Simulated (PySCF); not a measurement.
**Sc²⁺ (scandium, charge +2): PW91 calculation**

Configuration: [Ar] 3d1, 2D determinant. Calculation: PySCF 2.14, in aug-cc-pwCVTZ (10s9p7d4f3g, 127 functions); the non-relativistic Hamiltonian (point nucleus).

```
Total energy                                                  : -759.917 hartree
One-electron energy                                           : -1028.826 hartree
Hartree (Coulomb) energy                                      : 307.519 hartree
Exchange-correlation energy                                   : -38.609 hartree
Kinetic energy                                                : 758.74418 hartree
⟨S²⟩                                                          : 0.7505
⟨L²⟩                                                          : 6.006
Sum of ⟨r⟩                                                    : 13.39 bohr
Sum of ⟨r²⟩                                                   : 16.34 bohr²
Traceless quadrupole moment −½Σ⟨3z² − r²⟩ along its main axis : 0.832 e·bohr²
Density at the nucleus (Gaussians lack the cusp)              : 6130 bohr⁻³
Spin density at the nucleus                                   : -0.114 bohr⁻³
Langevin diamagnetic susceptibility                           : -12.9 ×10⁻⁶ cm³/mol
```

```
shell  electrons  mean orbital energy (eV)  spread (eV)  rms radius, mean of both spins (bohr)
 1s β          1                   -4388.2            0                                 0.0852
 1s α          1                   -4388.2            0                                 0.0852
 2s α          1                   -485.28            0                                  0.376
 2s β          1                   -485.04            0                                  0.376
 2p α          3                   -403.63        0.316                                  0.343
 2p β          3                   -403.44        0.524                                  0.343
 3s α          1                   -70.138            0                                   1.16
 3s β          1                   -69.338            0                                   1.16
 3p α          3                   -49.312        0.372                                   1.26
 3p β          3                   -48.497        1.303                                   1.26
 3d α          1                   -18.857            0                                   1.76
```
